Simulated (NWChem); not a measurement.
System meant: CH5AlOSe; SMILES [SeH][AlH][O]C

Input file for NWChem:

```
start job
memory heap 200 mb stack 900 mb global 1100 mb
geometry units angstroms noautoz
  Al    -1.058493    -0.694838     0.011855
  H     -2.617312    -0.475315     0.050889
  O     -0.474361    -2.279133     0.024386
  C      0.675997    -3.053261     0.007298
  H      1.602032    -2.449015    -0.027589
  H      0.728412    -3.691504     0.906968
  H      0.681490    -3.722179    -0.871345
  Se     0.446300     1.069542    -0.061762
  H     -0.660014     2.041183    -0.047557
end
basis spherical
  * library def2-svp
end
dft
  xc pbe0
  iterations 4
  mulliken
end
task dft energy
```

End of the output:

```
    Atom       Charge   Shell Charges
 -----------   ------   -------------------------------------------------------
    1 Al  13    12.66   2.00  1.94  0.58  0.28  5.81  0.94  0.70  0.41
    2 H    1     1.13   0.62  0.50  0.01
    3 O    8     8.26   1.97  0.88  0.58  2.76  2.05  0.01
    4 C    6     5.94   1.96  0.57  0.31  1.82  1.14  0.14
    5 H    1     0.99   0.65  0.27  0.06
    6 H    1     0.98   0.65  0.27  0.06
    7 H    1     0.98   0.65  0.27  0.06
    8 Se  34    34.08   2.00  2.00  1.95  1.06  0.64  5.99  5.80  2.06  2.51  7.83  2.04  0.20
    9 H    1     0.99   0.59  0.33  0.07

 center of mass
 --------------
 x =   0.01037338 y =   0.29160296 z =   0.00000000

 moments of inertia (a.u.)
 ------------------
        1223.614863223441           0.000006147356           0.000000000000
           0.000006147356         217.808748120795           0.000000000000
           0.000000000000           0.000000000000        1430.030833788301

     Multipole analysis of the density
     ---------------------------------

     L   x y z        total         alpha         beta         nuclear
     -   - - -        -----         -----         ----         -------
     0   0 0 0     -0.000000    -33.000000    -33.000000     66.000000

     1   1 0 0      0.068741      0.034371      0.034371      0.000000
     1   0 1 0     -0.114168     -0.057084     -0.057084      0.000000
     1   0 0 1      0.000000      0.000000      0.000000      0.000000

     2   2 0 0    -33.140021    -80.719671    -80.719671    128.299320
     2   1 1 0     -3.816306     12.247345     12.247345    -28.310996
     2   1 0 1      0.000000      0.000000      0.000000      0.000000
     2   0 2 0    -32.910287   -332.046116   -332.046116    631.181946
     2   0 1 1      0.000000      0.000000      0.000000      0.000000
     2   0 0 2    -32.229459    -18.940810    -18.940810      5.652161

 ------------------------------------------------------------------------
 dft energy failed                                                                                  0
 ------------------------------------------------------------------------
 ------------------------------------------------------------------------
  current input line :
    22: task dft energy
 ------------------------------------------------------------------------
 ------------------------------------------------------------------------
 This type of error is most commonly associated with calculations not reaching convergence criteria
 ------------------------------------------------------------------------
 For more information see the NWChem manual at https://nwchemgit.github.io

0:dft energy failed:Received an Error in Communication
```

### Question
Find the fault in this run and fix the input.

### Answer
Convergence was not reached. Cause: the SCF was allowed too few iterations. This input runs:
```
start job
memory heap 200 mb stack 900 mb global 1100 mb
geometry units angstroms noautoz
  Al    -1.058493    -0.694838     0.011855
  H     -2.617312    -0.475315     0.050889
  O     -0.474361    -2.279133     0.024386
  C      0.675997    -3.053261     0.007298
  H      1.602032    -2.449015    -0.027589
  H      0.728412    -3.691504     0.906968
  H      0.681490    -3.722179    -0.871345
  Se     0.446300     1.069542    -0.061762
  H     -0.660014     2.041183    -0.047557
end
basis spherical
  Al library def2-svp
  H library def2-svp
  O library def2-svp
  C library def2-svp
  Se library def2-svp
end
dft
  xc pbe0
  iterations 150
  mulliken
end
task dft energy
```
It converges to -2759.41002 Ha (PBE0/def2-SVP).
